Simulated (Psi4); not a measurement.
Br$_{2}$Zn (SMILES [Br][Zn][Br]), singlet, geometry from GFN2-xTB (such geometries of metal compounds can be far from the true shape); HF/STO-3G run with Psi4 1.11.

Psi4 was given this input:
```
memory 2 GB

molecule mol {
0 1
Zn   -0.008122   -0.011950   -0.013266
Br   -0.246643    1.763511   -1.425205
Br    0.253605   -1.753268    1.436576
}

set {
  basis sto-3g
  reference rhf
}

energy('scf')
print_variables()
```

Problem. Write the output that Psi4 gives for this input, abridged.

Solution. 
```
   => Loading Basis Set <=

    Name: STO-3G
    Role: ORBITAL
    Keyword: BASIS

         ---------------------------------------------------------
                                   SCF
               by Justin Turney, Rob Parrish, Andy Simmonett
                          and Daniel G. A. Smith
                              RHF Reference
         ---------------------------------------------------------

  ==> Geometry <==

    Molecular point group: cs
    Full point group: Cs

    Geometry (in Angstrom), charge = 0, multiplicity = 1:

       Center              X                  Y                   Z               Mass
    ------------   -----------------  -----------------  -----------------  -----------------
         ZN           0.015648133425    -0.012365097490     0.000000000000    63.929142010000
         BR           1.407767052358     1.794491478232     0.000000000000    78.918337600000
         BR          -1.420443089061    -1.784474920643     0.000000000000    78.918337600000

  Running in cs symmetry.

  Rotational constants: A =    471.83499  B =      0.02053  C =      0.02053 [cm^-1]
  Rotational constants: A = 14145257.11795  B =    615.52212  C =    615.49534 [MHz]
  Nuclear repulsion =  629.307198101259928

  Charge       = 0
  Multiplicity = 1
  Electrons    = 100
  Nalpha       = 50
  Nbeta        = 50

  ==> Algorithm <==

  SCF Algorithm Type is DF.
  DIIS enabled.
  MOM disabled.
  Fractional occupation disabled.
  Guess Type is SAD.
  Energy threshold   = 1.00e-06
  Density threshold  = 1.00e-06
  Integral threshold = 1.00e-12

  ==> Primary Basis <==

  Basis Set: STO-3G
    Blend: STO-3G
    Number of shells: 24
    Number of basis functions: 54
    Number of Cartesian functions: 57
    Spherical Harmonics?: true
    Max angular momentum: 2

   => Loading Basis Set <=

    Name: (STO-3G AUX)
    Role: JKFIT
    Keyword: DF_BASIS_SCF

  ==> Integral Setup <==

  SCF_SUBTYPE=INCORE selected. In-core MEM_DF algorithm will be used.
  Using in-core AOs.

  ==> MemDFJK: Density-Fitted J/K Matrices <==

    J tasked:                   Yes
    K tasked:                   Yes
    wK tasked:                   No
    Algorithm:                 Core
    Schwarz Cutoff:           1E-12
    Mask sparsity (%):      23.1824
    Fitting Condition:        1E-10

   => Auxiliary Basis Set <=

  Basis Set: (STO-3G AUX)
    Blend: DEF2-UNIVERSAL-JKFIT
    Number of shells: 178
    Number of basis functions: 796
    Number of Cartesian functions: 1119
    Spherical Harmonics?: true
    Max angular momentum: 6

  Minimum eigenvalue in the overlap matrix is 3.0607817819E-01.
  Reciprocal condition number of the overlap matrix is 1.7200393954E-01.
    Using symmetric orthogonalization.

  ==> Pre-Iterations <==

  SCF Guess: Superposition of Atomic Densities via on-the-fly atomic UHF (no occupation information).

   -------------------------
    Irrep   Nso     Nmo
   -------------------------
     A'        39      39
     A"        15      15
   -------------------------
    Total      54      54
   -------------------------

  ==> Iterations <==

                           Total Energy        Delta E     RMS |[F,P]|

   @DF-RHF iter SAD: -6841.90755290317975   -6.84191e+03   0.00000e+00
   @DF-RHF iter   1: -6845.81999204884141   -3.91244e+00   1.82519e-02 ADIIS/DIIS
   @DF-RHF iter   2: -6839.42991212193829    6.39008e+00   3.66961e-02 ADIIS/DIIS
   @DF-RHF iter   3: -6846.21658995537837   -6.78668e+00   1.21823e-02 ADIIS/DIIS
   @DF-RHF iter   4: -6846.37897529884958   -1.62385e-01   1.10883e-02 ADIIS/DIIS
   @DF-RHF iter   5: -6846.52720934521039   -1.48234e-01   1.07782e-02 ADIIS/DIIS
   @DF-RHF iter   6: -6846.52445052613621    2.75882e-03   1.09653e-02 ADIIS/DIIS
   @DF-RHF iter   7: -6846.65180827438235   -1.27358e-01   5.53664e-03 ADIIS/DIIS
   @DF-RHF iter   8: -6846.68735529832884   -3.55470e-02   1.71306e-03 ADIIS/DIIS
   @DF-RHF iter   9: -6846.69232737747461   -4.97208e-03   1.38687e-04 ADIIS/DIIS
   @DF-RHF iter  10: -6846.69235183492674   -2.44575e-05   1.14815e-04 ADIIS/DIIS
   @DF-RHF iter  11: -6846.69236492232631   -1.30874e-05   4.43670e-05 DIIS
   @DF-RHF iter  12: -6846.69236782341704   -2.90109e-06   4.23032e-06 DIIS
   @DF-RHF iter  13: -6846.69236787082173   -4.74047e-08   1.26097e-06 DIIS
   @DF-RHF iter  14: -6846.69236788795479   -1.71331e-08   1.68148e-07 DIIS
  Energy and wave function converged.

  ==> Post-Iterations <==

    Orbital Energies [Eh]
    ---------------------

    Doubly Occupied:

[...]
    Virtual:

[...]
      39Ap     0.493561

    Final Occupation by Irrep:
             Ap   App
    DOCC [    36,   14 ]
    NA   [    36,   14 ]
    NB   [    36,   14 ]

  @DF-RHF Final Energy: -6846.69236788795479

   => Energetics <=

    Nuclear Repulsion Energy =            629.3071981012599281
    One-Electron Energy =              -10837.0466657101860619
    Two-Electron Energy =                3361.0470997209708912
    Total Energy =                      -6846.6923678879556974

Computation Completed

Properties will be evaluated at   0.000000,   0.000000,   0.000000 [a0]

Properties computed using the SCF density matrix

 Multipole Moments:

 ------------------------------------------------------------------------------------
     Multipole            Electronic (a.u.)      Nuclear  (a.u.)        Total (a.u.)
 ------------------------------------------------------------------------------------

 L = 1.  Multiply by 2.5417464519 to convert [e a0] to [Debye]
 Dipole X            :         -0.0599354            0.0487223           -0.0112131
 Dipole Y            :          0.0473652           -0.0385002            0.0088650
 Dipole Z            :          0.0000000            0.0000000            0.0000000
 Magnitude           :                                                    0.0142941

 ------------------------------------------------------------------------------------

  Variable Map:
  ----------------------------------------------------------------------------
[...]
  Array Variable Map:
  ----------------------------------------------------------------------------
[...]
[...]
```
